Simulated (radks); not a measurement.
Values are calculated unless marked as measured or tabulated.
Problem. Species: the silver ion Ag4+. Configuration: [Ar] 3d10 4s2 4p5 4d7 5s1 (not the ground configuration). Level of theory: Dirac Kohn-Sham, BLYP, spin-unpolarised, spherical densities, finite nucleus; open shells fill j = l - 1/2 first; Fermi nuclear charge, rms radius 4.5454 fm (a radial shooting solver on a logarithmic mesh with Libxc functionals). Some entries of the table are withheld. Estimate them.

orbital,occ.,eigenvalue (eV),<1/r> (bohr^-1),<r^2> (bohr^2)
1s1/2,2,-25387.02,49.44,0.001308
2s1/2,2,-3794.806,11.39,0.02140
2p1/2,2,(1),11.37,(2)
2p3/2,4,(3),10.68,(4)
3s1/2,2,-749.9882,3.984,0.1552
3p1/2,2,-645.3566,3.891,0.1506
3p3/2,4,-614.3641,3.723,0.1597
3d3/2,4,-429.0199,3.560,0.1406
3d5/2,6,-422.7722,3.517,0.1433
4s1/2,2,-158.0749,1.555,0.9018
4p1/2,2,(5),1.445,(6)
4p3/2,3,(7),1.394,(8)
4d3/2,4,-65.8643,1.141,(9)
4d5/2,3,-65.0874,1.129,(10)
5s1/2,1,-45.6190,0.6153,5.082

Solution. 
(1) 2p1/2 eigenvalue (eV): -3531.837
(2) 2p1/2 <r^2> (bohr^2): 0.01599
(3) 2p3/2 eigenvalue (eV): -3356.392
(4) 2p3/2 <r^2> (bohr^2): 0.01731
(5) 4p1/2 eigenvalue (eV): -124.3113
(6) 4p1/2 <r^2> (bohr^2): 1.022
(7) 4p3/2 eigenvalue (eV): -118.8069
(8) 4p3/2 <r^2> (bohr^2): 1.080
(9) 4d3/2 <r^2> (bohr^2): 1.569
(10) 4d5/2 <r^2> (bohr^2): 1.597
